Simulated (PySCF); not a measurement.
## Mayer bond orders and bond lengths

C7H13NSi.
Atom-mapped SMILES: `[CH3:1][C:2]#[C:3][C@@H:4]1[CH2:5][Si@H:6]1[N:7]([CH3:8])[CH3:9]` (hydrogens: H10, H11, H12 on C1; H13 on C4; H14, H15 on C5; H16 on Si6; H17, H18, H19 on C8; H20, H21, H22 on C9)

Cartesian coordinates in Å at the PBE0-D3(BJ)/def2-SVP level; atoms count from 1:
```xyz
22
C7H13NSi angstrom
C      4.6055    0.9031    0.2447
C      3.2601    0.3543    0.3039
C      2.1375   -0.1090    0.3642
C      0.8052   -0.6367    0.3873
C      0.3297   -1.5090   -0.8263
Si    -0.5612    0.0930   -0.6830
N     -2.2265    0.1458   -0.2457
C     -2.8239    1.3780    0.2068
C     -3.0296   -1.0267   -0.0136
H      4.7949    1.5857    1.0887
H      4.7632    1.4764   -0.6831
H      5.3721    0.1120    0.2793
H      0.4914   -1.0355    1.3618
H     -0.1532   -2.4549   -0.5547
H      1.0744   -1.6401   -1.6190
H     -0.1727    1.2482   -1.5267
H     -2.1967    2.2404   -0.0678
H     -3.8158    1.5292   -0.2581
H     -2.9639    1.4056    1.3058
H     -4.0197   -0.9247   -0.4964
H     -2.5462   -1.9189   -0.4356
H     -3.2079   -1.2145    1.0641
```

Bond orders from the PBE0/pcSseg-1 density (PySCF). Geometry: PBE0-D3(BJ)/def2-SVP, one conformer, isolated molecule.

Question: How far do the computed orders between heavy atoms stray from the drawn ones?

Answer: The largest departure is 0.549, at C2–C3 (drawn triple, 2.451). Drawn single, order above 1.12: C1–C2 (1.235) and C3–C4 (1.173). Drawn single, order below 0.88: C4–C5 (0.843) and Si6–C4 (0.794). Drawn double or triple, more than 0.30 short of the drawn order: C2–C3 (2.451).

Question: Give the Mayer order of every bond between heavy atoms, beside its length.

Answer: 
```
  bond  drawn as  length (Å)  Mayer order
 C1–C2    single       1.454        1.235
 C2–C3    triple       1.216        2.451
 C3–C4    single       1.433        1.173
 C4–C5    single       1.568        0.843
C5–Si6    single       1.839        0.975
Si6–N7    single       1.723        1.011
 N7–C8    single       1.442        0.956
 N7–C9    single       1.440        0.958
Si6–C4    single       1.883        0.794
```

By pair of heavy elements: C–C: lowest C4–C5 (0.843, 1.568 Å), highest C2–C3 (2.451, 1.216 Å); in 1 of the 6 pairs the longer bond (by over 0.003 Å) has the higher order (by 0.02 or more). C–Si: lowest Si6–C4 (0.794, 1.883 Å), highest C5–Si6 (0.975, 1.839 Å). C–N: all 2 within 0.02 of one another (0.956 to 0.958).

Question: And the bonds to hydrogen?

Answer: C–H: 0.91 to 0.96 (12 bonds); H–Si: 0.93 (1 bond).

Question: Sum the orders of all bonds at each heavy atom with more than one neighbour and set the sums beside the valence in the SMILES.

Answer: C1 4.022 (drawn 4), C2 3.686 (drawn 4), C3 3.624 (drawn 4), C4 3.716 (drawn 4), C5 3.705 (drawn 4), Si6 3.707 (drawn 4), N7 2.925 (drawn 3), C8 3.835 (drawn 4), C9 3.839 (drawn 4). Orders between atoms that aren't bonded are not in these sums.

For a closed shell the Mayer order of atoms A and B is Σ (PS)μν (PS)νμ over the basis functions μ on A and ν on B, with P the density and S the overlap matrix.
